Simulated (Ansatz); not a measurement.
`[F][Zr]([F])([Cl])[Cl]` + `[F][Cd][Cl]` → `[F][Zr]([F])([F])[Cl]` + `[Cl][Cd][Cl]`  (redistribution)

Gas-phase electronic energies from Ansatz, PBE0-D4/def2-TZVP geometries. CBS: MP2 limit from def2 TZ/QZ plus the TZ coupled-cluster correction, frozen cores. Functionals use def2-TZVPP. B3LYP here is the variant with VWN-RPA as its local correlation; programs differ in this. Elements past krypton have def2 core potentials. For Cd, Zr outer-core shells are correlated without core-valence functions, which leaves a few kJ/mol of doubt a bond.

```tsv
level	ΔE (kJ/mol)	difference from CCSD(T)/CBS
PBE-D4	-99.5	3.9
revPBE-D4	-98.6	4.8
BLYP-D4	-97.4	6.0
r2SCAN-D4	-102.2	1.2
B97M-V	-99.9	3.5
r2SCANh-D4	-104.4	-1.0
ωB97M-V	-108.1	-4.7
revPBE	-99.9	3.5
BLYP	-99.1	4.3
PBE0	-106.7	-3.3
B3LYP	-104.6	-1.2
LC-ωPBE	-109.8	-6.4
SCS-MP2/def2-TZVPP	-105.4	-2.0
CCSD(T)/def2-TZVPP	-104.1	-0.7
MP2/def2-QZVPP	-104.4	-1.0
HF/CBS(def2)	-113.6	-10.2
CCSD(T)/CBS	-103.4	0
```

Largest T1 diagnostic among the species: 0.017.

At CCSD(T), def2-SVP lies −10.6 kJ/mol from the extrapolated value and def2-TZVPP −0.7 kJ/mol. From r2SCAN to r2SCAN0 (25 % exact exchange), in def2-TZVPP and without D4, ΔE moves by −5.5 kJ/mol.
